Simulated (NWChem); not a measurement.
Program: NWChem. System: H$_{3}$B, charge 0, spin multiplicity 1, at a geometry optimised with B3LYP/def2-SVP. The structure started from a generated list of species. Level: real-time TD-PBE/6-31G* (spherical d).

Part of the output:

```
             Northwest Computational Chemistry Package (NWChem) 7.3.0
             --------------------------------------------------------

                                NWChem Input Module
                                -------------------

 Scaling coordinates for geometry "system" by  1.889725989
 (inverse scale =  0.529177249)

                              Geometry "system" -> ""
                              -----------------------

 Output coordinates in angstroms (scale by  1.889725989 to convert to a.u.)

  No.       Tag          Charge          X              Y              Z
 ---- ---------------- ---------- -------------- -------------- --------------
    1 B                    5.0000     0.00000000     0.00000000     0.00000000
    2 H                    1.0000     0.00000000     0.00000000     1.20439200
    3 H                    1.0000    -1.04303300     0.00000000    -0.60219500
    4 H                    1.0000     1.04303300     0.00000000    -0.60219500

 Effective nuclear repulsion energy (a.u.)       7.3516160856

            Nuclear Dipole moment (a.u.)
            ----------------------------
        X                 Y               Z
 ---------------- ---------------- ----------------
     0.0000000000     0.0000000000     0.0000037795


 Summary of "ao basis" -> "" (spherical)
 ------------------------------------------------------------------------------
       Tag                 Description            Shells   Functions and Types
 ---------------- ------------------------------  ------  ---------------------
 *                           6-31g*                   on all atoms

  pbe96 is a nonlocal functional; adding pw91lda local functional.

                                 NWChem DFT Module
                                 -----------------

 Summary of "ao basis" -> "ao basis" (spherical)
 ------------------------------------------------------------------------------
       Tag                 Description            Shells   Functions and Types
 ---------------- ------------------------------  ------  ---------------------
 B                           6-31g*                  6       14   3s2p1d
 H                           6-31g*                  2        2   2s

 Summary of "ao basis" -> "ao basis" (spherical)
 ------------------------------------------------------------------------------
       Tag                 Description            Shells   Functions and Types
 ---------------- ------------------------------  ------  ---------------------
[...]
                             ------------------------

****************************** WARNING ******************************
  Starting movecs not specified--trying SCF output:
   ./mol.movecs
*********************************************************************

     File name              : ./mol.movecs
     Job title              :
     Basis set name         : ao basis
     SCF type               : dft
     Atomic orbitals        : 20
     Molecular orbitals     : 20

   Vector      Occupation     Eigenvalue [au]
 --------------------------------------------
         1        2.00       -6.52267765E+00
         2        2.00       -4.55527770E-01
         3        2.00       -3.03854363E-01
         4        2.00       -3.03854076E-01
         5        0.00       -9.89353969E-02
         6        0.00        1.36989177E-01
         7        0.00        1.52131895E-01
         8        0.00        1.52132199E-01
         9        0.00        3.58279373E-01
        10        0.00        3.58279793E-01
        11        0.00        4.07275071E-01
        12        0.00        4.54222294E-01
        13        0.00        8.65434975E-01
        14        0.00        8.65435628E-01
        15        0.00        8.70464146E-01
        16        0.00        1.19175168E+00
        17        0.00        1.19175184E+00
        18        0.00        1.51887063E+00
        19        0.00        1.67099491E+00
        20        0.00        1.67099562E+00

kick      0.00000        ### Propagation started ###
kick      0.00000        ### Checks passed ###
kick      0.00000   1.000000000000E-004   0.000000000000E+000   0.000000000000E+000     # Applied E-field [system] (alpha spin)
kick      0.00000   1.000000000000E-004   0.000000000000E+000   0.000000000000E+000     # Applied E-field [system] (beta spin)
kick      0.00000   7.351616085611E+000     # Enuc
kick      0.00000  -4.897834378153E+001     # Ecore
kick      0.00000   2.015175312172E+001     # Ecoul
kick      0.00000  -5.066555156314E+000     # Exc(1)
kick      0.00000   0.000000000000E+000     # Exc(2)
kick      0.00000  -2.654152973051E+001     # Etot
kick      0.00000  -1.421085471520E-014     # Eadded
kick      0.00000  -4.041211809636E-014  -6.027497679970E-016  -9.865469645653E-007     # Dipole moment [system]
kick      0.00000        ### Saved restart file ###
kick      0.00000   1.318944953255E-013     # Magnus interpol (matrix 1 of 1)
kick      0.00000                     2     # Magnus total interpolations
kick      0.20000   0.000000000000E+000   0.000000000000E+000   0.000000000000E+000     # Applied E-field [system] (alpha spin)
kick      0.20000   0.000000000000E+000   0.000000000000E+000   0.000000000000E+000     # Applied E-field [system] (beta spin)
kick      0.20000   7.351616085611E+000     # Enuc
kick      0.20000  -4.897834378128E+001     # Ecore
kick      0.20000   2.015175312178E+001     # Ecoul
kick      0.20000  -5.066555156321E+000     # Exc(1)
kick      0.20000   0.000000000000E+000     # Exc(2)
kick      0.20000  -2.654152973021E+001     # Etot
kick      0.20000   2.945341748273E-010     # Eadded
kick      0.20000   5.917571890390E-006  -5.008548105606E-016  -9.865624662764E-007     # Dipole moment [system]
kick      0.20000   1.276756478319E-013     # Magnus interpol (matrix 1 of 1)
kick      0.20000                     2     # Magnus total interpolations
kick      0.40000   0.000000000000E+000   0.000000000000E+000   0.000000000000E+000     # Applied E-field [system] (alpha spin)
kick      0.40000   0.000000000000E+000   0.000000000000E+000   0.000000000000E+000     # Applied E-field [system] (beta spin)
kick      0.40000   7.351616085611E+000     # Enuc
...
kick     28.40000   0.000000000000E+000     # Exc(2)
kick     28.40000  -2.654152973022E+001     # Etot
kick     28.40000   2.905338192249E-010     # Eadded
kick     28.40000   5.407524481760E-005  -5.039927336375E-016  -9.886931966463E-007     # Dipole moment [system]
kick     28.40000   6.661338147751E-016     # Magnus interpol (matrix 1 of 1)
kick     28.40000                     2     # Magnus total interpolations
kick     28.60000   0.000000000000E+000   0.000000000000E+000   0.000000000000E+000     # Applied E-field [system] (alpha spin)
kick     28.60000   0.000000000000E+000   0.000000000000E+000   0.000000000000E+000     # Applied E-field [system] (beta spin)
kick     28.60000   7.351616085611E+000     # Enuc
kick     28.60000  -4.897834378197E+001     # Ecore
kick     28.60000   2.015175312250E+001     # Ecoul
kick     28.60000
```

Write an NWChem input that would produce this output.

Several could match; the one computed here: 
```
start mol
memory heap 200 mb stack 900 mb global 1100 mb
geometry "system" units angstroms nocenter noautoz noautosym
  B      0.000000     0.000000    -0.000000
  H      0.000000     0.000000     1.204392
  H     -1.043033     0.000000    -0.602195
  H      1.043033     0.000000    -0.602195
end
set geometry "system"
basis spherical
  * library 6-31g*
end
dft
  xc xpbe96 cpbe96
  semidirect memsize 60000000 filesize 0
  iterations 100
  convergence energy 1e-10 density 1e-9 gradient 1e-8
  tolerances tight
end
task dft energy
rt_tddft
  tmax 150.0
  dt 0.2
  tag "kick"
  print dipole
  field "kick"
    type delta
    polarization x
    max 0.0001
  end
  excite "system" with "kick"
end
task dft rt_tddft
```
